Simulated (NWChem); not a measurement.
System meant: BSi$_{2}$H$_{6}$F; SMILES [SiH3]B(F)[SiH3]

Here is an NWChem input.

```
start job
memory heap 200 mb stack 900 mb global 1100 mb
geometry units angstroms noautoz
  B      0.487025     0.000051     0.032080
  F      1.810536    -0.000107     0.124012
  Si    -0.504132    -1.788452    -0.070906
  H     -0.890075    -2.018031    -1.502225
  H     -1.770555    -1.719739     0.725249
  H      0.308699    -2.953675     0.397746
  Si    -0.508592     1.788683    -0.003151
  H     -1.091334     2.017095     1.360137
  H     -1.650971     1.720752    -0.968966
  H      0.361871     2.954197    -0.352340
end
basis spherical
  * library def2-svp
end
dft
  xc xpbe96 cpbe96
  iterations 4
  mulliken
end
task dft energy
```

End of the output:

```
    Atom       Charge   Shell Charges
 -----------   ------   -------------------------------------------------------
    1 B    5     5.28   1.96  0.62  0.34  1.35  0.76  0.25
    2 F    9     8.91   1.98  0.99  0.70  3.19  2.05  0.01
    3 Si  14    13.71   2.00  1.93  0.69  0.35  5.82  1.36  1.38  0.18
    4 H    1     1.06   0.62  0.41  0.02
    5 H    1     1.06   0.63  0.41  0.02
    6 H    1     1.07   0.63  0.42  0.03
    7 Si  14    13.71   2.00  1.93  0.69  0.35  5.82  1.36  1.38  0.18
    8 H    1     1.06   0.62  0.41  0.02
    9 H    1     1.06   0.63  0.41  0.02
   10 H    1     1.07   0.63  0.42  0.03

 center of mass
 --------------
 x =   0.00000000 y =   0.00000000 z =   0.14417713

 moments of inertia (a.u.)
 ------------------
         332.646765212313           0.000000929104           0.000000000000
           0.000000929104        1064.574082439360           0.000000000000
           0.000000000000           0.000000000000         773.866282966425

     Multipole analysis of the density
     ---------------------------------

     L   x y z        total         alpha         beta         nuclear
     -   - - -        -----         -----         ----         -------
     0   0 0 0     -0.000000    -24.000000    -24.000000     48.000000

     1   1 0 0      0.000000      0.000000      0.000000     -0.000000
     1   0 1 0      0.000000      0.000000      0.000000      0.000000
     1   0 0 1     -0.048683     -0.024341     -0.024341     -0.000000

     2   2 0 0    -32.182634   -232.372974   -232.372974    432.563313
     2   1 1 0      0.078122     -0.083667     -0.083667      0.245456
     2   1 0 1     -0.000000     -0.000000     -0.000000      0.000000
     2   0 2 0    -30.128972    -25.467726    -25.467726     20.806479
     2   0 1 1      0.000000      0.000000      0.000000     -0.000000
     2   0 0 2    -32.262199    -98.498985    -98.498985    164.735770

 ------------------------------------------------------------------------
 dft energy failed                                                                                  0
 ------------------------------------------------------------------------
 ------------------------------------------------------------------------
  current input line :
    23: task dft energy
 ------------------------------------------------------------------------
 ------------------------------------------------------------------------
 This type of error is most commonly associated with calculations not reaching convergence criteria
 ------------------------------------------------------------------------
 For more information see the NWChem manual at https://nwchemgit.github.io

0:dft energy failed:Received an Error in Communication
```

Problem. Can this run be used? If not, why, and what is the fix?

Solution. The run did not converge; its last values are not results. Cause: the SCF was allowed too few iterations. This input runs:
```
start job
memory heap 200 mb stack 900 mb global 1100 mb
geometry units angstroms noautoz
  B      0.487025     0.000051     0.032080
  F      1.810536    -0.000107     0.124012
  Si    -0.504132    -1.788452    -0.070906
  H     -0.890075    -2.018031    -1.502225
  H     -1.770555    -1.719739     0.725249
  H      0.308699    -2.953675     0.397746
  Si    -0.508592     1.788683    -0.003151
  H     -1.091334     2.017095     1.360137
  H     -1.650971     1.720752    -0.968966
  H      0.361871     2.954197    -0.352340
end
basis spherical
  * library def2-svp
end
dft
  xc xpbe96 cpbe96
  iterations 150
  mulliken
end
task dft energy
```
It converges to -706.56126 Ha (PBE/def2-SVP).
